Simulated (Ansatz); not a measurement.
Mulliken charges of `[OH][SnH]([Br])[Br]` from PBE/def2-TZVPP in Ansatz (PBE0-D4/def2-TZVP geometry).

```tsv
atom	x (Å)	y (Å)	z (Å)	charge (e)
O1	0.192	1.343	-0.848	-0.470
Sn2	0.019	-0.089	0.453	0.948
Br3	1.709	-1.808	-0.050	-0.298
Br4	-2.187	-1.142	0.164	-0.298
H5	0.090	1.051	-1.758	0.192
H6	0.218	0.581	1.992	-0.075
```

Q: By hand: the dipole of these point charges (1 e Å = 4.8032 D).

A: Σ q r = (0.071, 0.322, 0.307) e Å, of length 0.451 e Å = 2.17 D.

Q: How does the dipole of the full density compare? (Best estimate.)

A: Ansatz gave: (0.021, 0.108, 0.052) e Å, 0.58 D; the point charges give 3.74 times that, at 18° from its direction.

Point charges leave out the atoms' own dipoles, such as those of lone pairs, and Mulliken's split depends on the basis, so the two needn't agree.
